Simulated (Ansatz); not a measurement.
Start from `C[SiH2]CS` and change one atom or group to get `B[SiH2]CS`.

Ansatz, PBE0-D4/def2-TZVP geometries, multiplicity 1. Each molecule was computed in one conformer, which needn't be the lowest.

```tsv
property	`C[SiH2]CS`
size of the dipole moment (ωB97M-V/def2-TZVPP) / D	0.97
HOMO–LUMO gap (PBE0/def2-TZVPP) / eV	7.02
size of the dipole moment (B3LYP/def2-TZVPP) / D	0.98
LUMO energy (PBE/def2-TZVPP) / eV	-0.64
ideal-gas entropy at 298 K and 1 bar (rigid rotor, harmonic PBE0-D4/def2-TZVP) / J/(mol·K)	344
zero-point energy (PBE0-D4/def2-TZVP) / kJ/mol	237.6
```

Q: Give the same properties after the change, and the shifts. (An estimate is asked.)

A: Computed: 
| property | `B[SiH2]CS` | shift |
| --- | --- | --- |
| size of the dipole moment (ωB97M-V/def2-TZVPP) / D | 1.86 | 0.89 |
| HOMO–LUMO gap (PBE0/def2-TZVPP) / eV | 4.31 | -2.71 |
| size of the dipole moment (B3LYP/def2-TZVPP) / D | 1.83 | 0.85 |
| LUMO energy (PBE/def2-TZVPP) / eV | -3.54 | -2.90 |
| ideal-gas entropy at 298 K and 1 bar (rigid rotor, harmonic PBE0-D4/def2-TZVP) / J/(mol·K) | 358 | 14 |
| zero-point energy (PBE0-D4/def2-TZVP) / kJ/mol | 191.7 | -45.9 |

With PBE0 the HOMO falls by 0.11 eV and the LUMO falls by 2.82 eV, so the gap narrows by about 2.71 eV. PBE moves the HOMO by -0.11 eV and ωB97M-V by -0.12 eV. The zero-point energy changes by -45.9 kJ/mol with -3 modes. Dipoles are sizes alone; their direction can turn. Modes under 60 cm⁻¹, often nearly free rotors, make the harmonic entropy too high.

Positive LUMOs are unbound, so they and the gaps depend on the basis.

B3LYP here is the variant with VWN-RPA as its local correlation; programs differ in this.
